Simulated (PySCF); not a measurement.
**[WI3]+, singlet: structure and spectrum**

Method: PySCF, B3LYP, basis W def2-SVP with ECP60, I def2-SVP with ECP28 (scalar-relativistic core potentials, no spin–orbit coupling, density fitting).

The structure is a minimum.

```
Point group                                                                   : D3h
Bond lengths                                                                  : W–I 2.525 Å (×3)
Bond angles                                                                   : I–W–I 120.0° (×3)
Zero-point energy                                                             : 5.3 kJ/mol
Entropy at 298.15 K and 1 bar                                                 : 395.8 J/(mol K)
Principal quadrupole moments (Buckingham, traceless) about the centre of mass : -22.03, 11.02, 11.02 D Å
Lowest empty level                                                            : -8.65 eV
Principal polarisabilities                                                    : 75.0, 162.5, 162.5 bohr³
Highest occupied level                                                        : -10.88 eV
Dipole moment about the centre of mass                                        : 0.00 D
Rotational constants                                                          : 0.01389, 0.01389, 0.006946 cm⁻¹
Enthalpy at 298.15 K above 0 K                                                : 20.41 kJ/mol
Heat capacity Cp at 298.15 K                                                  : 80.3 J/(mol K)
Rotational symmetry number                                                    : 6
```

Harmonic modes (masses in u: W 183.951, I 126.904):
```
symmetry  ω (cm⁻¹)  IR (km/mol, summed over degenerate members)   μ (u)     type
    a2''        45                                          0.2  160.45     bend
      e'        54                                          1.3  132.45     bend
     a1'       194                                          0.0  126.90  stretch
      e'       267                                         41.1  152.39  stretch
```

In D3h the vibrations span a2'' + 2e' + a1'. The a1' mode carries no infrared intensity, as symmetry demands.

Charges (e):
| atom | Mulliken | Löwdin | polar tensor | Mayer order to W1 |
| --- | --- | --- | --- | --- |
| W1 | 0.42 | -0.70 | 1.15 | – |
| I2,3,4 | 0.19 | 0.57 | -0.05 | 1.66 |

Mulliken populations on W1 (electrons outside its core potential): s 2.84, p 6.21, d 4.48, f 0.04.

This need not be the most stable arrangement of these atoms. At the minimum of this search the closed-shell solution is unstable towards spin polarisation, so a lower open-shell solution exists. With an element this heavy the missing spin–orbit coupling can shift these numbers.

The final relaxation and frequency run took 78 s on 2 threads of a shared Arm Neoverse N1 host, with 110 basis functions and 6 gradients; the process peaked at 1.2 GiB.
